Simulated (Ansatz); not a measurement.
Consider the cleavage of the Si–Ge bond: `[SiH3][GeH2][CH2]S` + `BO[SiH2]S` → `BO[SiH2]S[SiH3]` + `S[CH2][GeH3]`.

Computed with Ansatz on PBE0-D4/def2-TZVP structures; ΔE is electronic, products minus reactants. CCSD(T)/CBS adds triple-zeta CCSD(T) − MP2 to the extrapolated MP2 energy (def2 sets, frozen cores). Functionals use def2-TZVPP. B3LYP here is the variant with VWN-RPA as its local correlation; programs differ in this. For Ge outer-core shells are correlated without core-valence functions, which leaves a few kJ/mol of doubt a bond. Scalar relativity is left out up to krypton. Each species was taken in one conformer, which may not be the lowest.

```csv
level,ΔE (kcal/mol),difference from CCSD(T)/CBS
PBE-D4,-8.6,1.7
r2SCAN-D4,-10.2,0.1
B3LYP-D4,-9.8,0.5
ωB97X-V,-10.2,0.1
B2PLYP,-9.9,0.4
PBE,-8.1,2.2
r2SCAN,-10.1,0.2
PBE0,-9.0,1.3
B3LYP,-8.9,1.4
SCS-MP2/def2-TZVPP,-10.9,-0.6
CCSD(T)/CBS,-10.3,0
```

Largest T1 diagnostic among the species: 0.013.

From PBE to PBE0 (25 % exact exchange), in def2-TZVPP and without D4, ΔE moves by −0.9 kcal/mol. The D4 term adds −0.9 kcal/mol with B3LYP and −0.4 kcal/mol with PBE0; it sums over pairs of atoms, weighted by their polarisabilities, and B3LYP, whose exchange is more repulsive, gets the larger term.
